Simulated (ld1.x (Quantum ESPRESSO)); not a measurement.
# What one change does to a pseudopotential (gallium (Ga), TM)

gallium (Ga), norm-conserving Troullier–Martins (Kleinman–Bylander form), made with ld1.x (Quantum ESPRESSO) 7.5 (PBE, scalar-relativistic). Core [Ar] 3d10, reference 4s1 4p2. Waves: 4s (bound): rc 1.65 bohr; 4p (bound): rc 1.85 bohr. Local part: all-electron potential smoothed inside 1.45 bohr (lloc = -1). Core correction: none.

Change: all radii scaled by about 1.09 (s 1.80, p 2.02 bohr); local potential all-electron potential smoothed inside 1.58 bohr (lloc = -1).

Cutoffs: the cutoffs (Ry, on a coarse ladder) from which the occupation-weighted sum of valence levels, in a spherical-Bessel basis at the reference potential, stays within 10 and 1 mRy of its value at 400 Ry; they do not see the model core or the augmentation charge, which bear on the density cutoff. Errors are all-electron minus pseudo energies relative to the spin-unpolarised reference configuration.

**Question.** How do hardness, ghosts and transferability respond?

**Answer.** The potential gets neither clearly harder nor softer (12 Ry and 35 Ry → 12 Ry and 35 Ry); of the 7 tests that both files solve, the error grows in 0 and shrinks in 2 by more than 15 % and 0.3 meV (median size 28.3 → 28.0 meV); neither file shows a bound ghost.

```tsv
quantity	base	changed
cutoff, loose	12 Ry	12 Ry
cutoff, tight	35 Ry	35 Ry
bound ghosts	none	none
error for 4s2 4p1, meV [ΔE -6.54 eV]	+22	+21
error for 4s2 4p0, meV [ΔE -0.85 eV]	+46	+45
error for 4s1 4p0, meV [ΔE 20.28 eV]	+97	+59
error for 4s1 4p1, meV [ΔE 6.52 eV]	+0.9	+0.1
error for 4s2 4p0.5, meV [ΔE -4.51 eV]	+31	+30
error for 4s2 4p1.3, meV [ΔE -7.07 eV]	+19	+18
error for 4s0 4p3, meV [ΔE 6.83 eV]	+28	+28
```
